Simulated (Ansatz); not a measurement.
Start from `CBCl` and change one element to get `[CH3][GaH][Cl]`.

Ansatz, PBE0-D4/def2-TZVP geometries, multiplicity 1. 

Scalar relativity is left out up to krypton.

```json
{"property": "size of the dipole moment (PBE/def2-TZVPP) / D", "`CBCl`": "1.27"}
{"property": "HOMO–LUMO gap (PBE/def2-TZVPP) / eV", "`CBCl`": "4.86"}
{"property": "LUMO energy (PBE/def2-TZVPP) / eV", "`CBCl`": "-2.19"}
{"property": "HOMO energy (PBE0/def2-TZVPP) / eV", "`CBCl`": "-8.43"}
{"property": "HOMO energy (ωB97M-V/def2-TZVPP) / eV", "`CBCl`": "-10.72"}
{"property": "HOMO–LUMO gap (B3LYP/def2-TZVPP) / eV", "`CBCl`": "6.81"}
```

Problem. What does the change do to each property? (Best estimate.)

Solution. The calculation gave: 
```csv
property,`[CH3][GaH][Cl]`,shift
size of the dipole moment (PBE/def2-TZVPP) / D,2.44,1.17
HOMO–LUMO gap (PBE/def2-TZVPP) / eV,4.69,-0.17
LUMO energy (PBE/def2-TZVPP) / eV,-2.14,0.05
HOMO energy (PBE0/def2-TZVPP) / eV,-8.12,0.31
HOMO energy (ωB97M-V/def2-TZVPP) / eV,-10.32,0.40
HOMO–LUMO gap (B3LYP/def2-TZVPP) / eV,6.26,-0.55
```

With PBE0 the HOMO rises by 0.31 eV and the LUMO falls by 0.16 eV, so the gap narrows by about 0.47 eV. PBE moves the HOMO by 0.23 eV and ωB97M-V by 0.40 eV. Dipoles are sizes alone; their direction can turn.

B3LYP here is the variant with VWN-RPA as its local correlation; programs differ in this.
